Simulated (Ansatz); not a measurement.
Relaxation of BH8N2P (12 atoms, charge 0, multiplicity 1), to a largest force component of 0.03 eV/Å in at most 50 steps.

Method: RKS PBE0/6-31G* in Ansatz.

```xyz
12
Properties=species:S:1:pos:R:3:forces:R:3
B 0.033 -0.270 -0.281 0.05 -0.37 -0.25
H 0.003 -0.574 0.876 0.01 -0.35 -0.04
N 1.286 -0.191 -0.921 0.10 -0.04 -0.09
H 2.145 -0.401 -0.440 -0.05 0.07 -0.03
H 1.419 0.088 -1.883 0.00 -0.01 0.09
N -1.193 -0.020 -0.939 -0.10 0.04 -0.06
H -2.083 -0.149 -0.485 0.06 0.01 -0.01
H -1.272 0.205 -1.920 0.01 0.03 0.07
P -0.262 2.434 1.257 -0.04 0.27 0.21
H -1.677 2.375 1.150 -0.01 -0.01 0.01
H -0.307 3.003 2.567 0.01 -0.02 -0.05
H -0.146 1.093 1.713 -0.03 0.39 0.16
```

**Question.** Where does it end, and by what steps?

**Answer.** The forces met the threshold. After 22 steps the energy has fallen by 0.260 eV; H2 moved furthest, 1.68 Å.

```tsv
step	energy less start (eV)	largest force component (eV/Å)	accepted
0	0.0000	0.386	yes
1	-0.1280	0.315	yes
2	-0.1816	0.086	yes
3	-0.1897	0.101	yes
4	-0.1933	0.085	yes
5	-0.2013	0.199	yes
6	-0.2034	0.252	yes
7	-0.2084	0.180	yes
8	-0.2140	0.161	yes
9	-0.2142	0.338	yes
10	-0.2283	0.127	yes
11	-0.2397	0.085	yes
12	-0.2370	0.370	no
13	-0.2447	0.115	yes
14	-0.2485	0.100	yes
15	-0.2505	0.153	yes
16	-0.2534	0.118	yes
17	-0.2561	0.151	yes
18	-0.2572	0.140	yes
19	-0.2588	0.077	yes
20	-0.2596	0.045	yes
21	-0.2599	0.041	yes
22	-0.2601	0.017	yes
```

```xyz
12
Properties=species:S:1:pos:R:3
B -0.001 -0.799 -0.547
H -0.093 -1.922 -0.130
N 1.288 -0.241 -0.710
H 2.123 -0.766 -0.517
H 1.464 0.681 -1.077
N -1.187 -0.086 -0.841
H -2.098 -0.500 -0.737
H -1.209 0.849 -1.221
P -0.651 2.716 1.065
H -1.699 2.176 1.856
H -0.308 3.705 2.030
H 0.314 1.782 1.523
```

Whether the end is a true minimum wasn't checked by a vibrational analysis.

The run took 89 s on 1 thread of Arm Neoverse V1, with other jobs on the host, peak memory 0.16 GiB.
